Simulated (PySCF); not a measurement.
C₃H₇NSi, SMILES C(N[SiH3])=C=C. Heavy atoms are numbered as in [CH2:1]=[C:2]=[CH:3][NH:4][SiH3:5]. Hydrogens are named by the atom that carries them.

Coordinates come from a B3LYP-D3(BJ)/def2-SVP optimisation. The structure was generated by enumeration, and PubChem lists no compound with its InChIKey, so it may never have been made. Other conformers were not sampled.

Computed with PBE/pcSseg-1 run with PySCF.

GIAO shieldings, no solvent; atoms alike by connectivity are averaged. δ = σ(ref) − σ: ¹³C against TMS (σ = 182.0 ppm); ¹⁵N against NH3 (σ = 267.0 ppm); ²⁹Si against TMS (σ = 335.4 ppm); ¹H against TMS (σ = 31.49 ppm), references at their B3LYP-D3(BJ)/def2-TZVP geometries, non-relativistic.

| nucleus | atoms | count | δ (ppm) |
|---|---|---|---|
| ¹³C | C2 | 1 | 220.7 |
| ¹³C | C3 (CH) | 1 | 110.9 |
| ¹³C | C1 (CH2) | 1 | 96.2 |
| ¹⁵N | N4 (NH) | 1 | 45.4 |
| ²⁹Si | Si5 (SiH3) | 1 | -60.9 |
| ¹H | H on C3 | 1 | 6.67 |
| ¹H | H on C1 | 2 | 6.16 |
| ¹H | H on Si5 | 3 | 4.94 |
| ¹H | H on N4 | 1 | 1.48 |
